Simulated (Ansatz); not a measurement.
System: sum formula H2SiO2F2 (charge 0, singlet). 
Structure (B3LYP-D3(BJ)/def2-TZVP (Ansatz, a first-principles code) minimum search):
SMILES: O[Si](O)(F)F
```xyz
7

O      1.5592    -0.4111    -0.1868
Si     0.0097     0.0006    -0.0100
O     -0.8955    -1.3260     0.2073
F     -0.2108     0.9984     1.2056
F     -0.4072     0.8080    -1.3029
H      1.9201    -1.1263     0.3420
H     -1.8031    -1.2425     0.5098
```
Charge 0, spin multiplicity 1.

Basis-set convergence of Hartree-Fock and CCSD correlation energies (hartree) with Ansatz. Cores are frozen in the correlated levels unless marked. Spin-orbit coupling is left out. No relativistic terms.

| basis | functions | E(HF) | E(corr, CCSD) |
|---|---|---|---|
| cc-pV(D+d)Z | 89 | -638.95913 | -0.84951 |
| cc-pV(T+d)Z | 187 | -639.12855 | -1.09813 |
| cc-pV(Q+d)Z | 344 | -639.16600 | -1.18701 |
| cc-pV(5+d)Z | 574 | -639.17454 | -1.21954 |

Extrapolating the two largest sets (X = 4 and 5) as X^-3: E(corr) = (125·(-1.21954) - 64·(-1.18701))/61 = -1.2537 Eh, an estimate of the basis-set limit. The largest set recovers 97.3 % of it, the smallest 67.8 %.
